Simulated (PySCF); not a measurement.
**Polarisability and C₆ of Au (gold, neutral)**

[Xe] 4f14 5d10 6s1, 2S determinant. All numbers are calculated (PySCF 2.14, a scalar-relativistic core potential, in aug-cc-pwCVTZ-PP with ECP60MDF (8s8p7d4f3g, 122 functions)). Coupled (time-dependent) response in atomic units; α is the mean over directions.

```csv
method,mean α (bohr³),C₆ (like pair),S(−4)
UHF,49.92,438.3,1675
PBE,35.22,322.2,557.4
PBE0,36.61,330.9,646.3
```

S(−4) is the Cauchy moment in α(ω) = α(0) + S(−4) ω² + …

Reference α: 36 ± 3 bohr³ (recommended; Schwerdtfeger and Nagle, table of static dipole polarizabilities (2023 update)). Published C₆: 427.0 (Gould and Bucko (2016)).

Hartree-Fock lies above the reference because it lacks correlation, which contracts the outer shell.

α(iu) at UHF:

```tsv
u (hartree)	α(iu) (bohr³)
0	49.92
0.0500	46.16
0.100	38.36
0.200	25.45
0.300	18.40
0.500	11.83
0.750	8.155
1.00	6.113
1.50	3.865
2.00	2.676
3.00	1.498
5.00	0.6535
```

Energies and moments cover only the electrons outside the core potential. Spin-orbit coupling, which splits the p, d and f shells strongly at this Z, is absent.
